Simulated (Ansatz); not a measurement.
C2H5NSeSi, SMILES `N=C=C([SiH3])[SeH]`, relaxed with RKS PBE0-D4/def2-TZVP in Ansatz from a PBE-D4/def2-SVP geometry. The force threshold is 0.005 eV/Å; the program also tests the step.

Total charge 0; spin multiplicity 1.

Start:

```xyz
10

N    -0.065   -2.557   -0.588
C     0.109   -1.347   -0.450
C     0.398   -0.080   -0.171
Si   -0.477    0.927    1.139
Se    1.893    0.723   -1.114
H    -0.767   -2.874   -1.274
H     0.491    1.343    2.210
H    -1.592    0.119    1.746
H    -1.052    2.170    0.513
H     1.061    1.577   -2.011
```

```csv
step,energy (eV),largest force (eV/Å),largest move (Å)
1,-76857.6294,0.861,0.000
2,-76857.6636,0.520,0.099
3 (rejected),-76857.5852,1.528,0.195
4,-76857.6797,0.295,0.098
5,-76857.6837,0.117,0.023
6,-76857.6840,0.053,0.020
7,-76857.6842,0.026,0.005
8,-76857.6843,0.027,0.008
9,-76857.6843,0.014,0.002
10,-76857.6843,0.008,0.003
11 (rejected),-76857.6843,0.006,0.002
12,-76857.6843,0.004,0.001
```

End:

```xyz
10

N    -0.076   -2.508   -0.578
C     0.115   -1.320   -0.432
C     0.400   -0.072   -0.160
Si   -0.478    0.916    1.134
Se    1.878    0.707   -1.109
H    -0.755   -2.811   -1.269
H     0.479    1.331    2.191
H    -1.566    0.094    1.726
H    -1.057    2.137    0.515
H     1.060    1.526   -2.020
```

It took 58 s on 4 threads of a server CPU on a shared host, with 0.64 GiB of host memory at the peak.
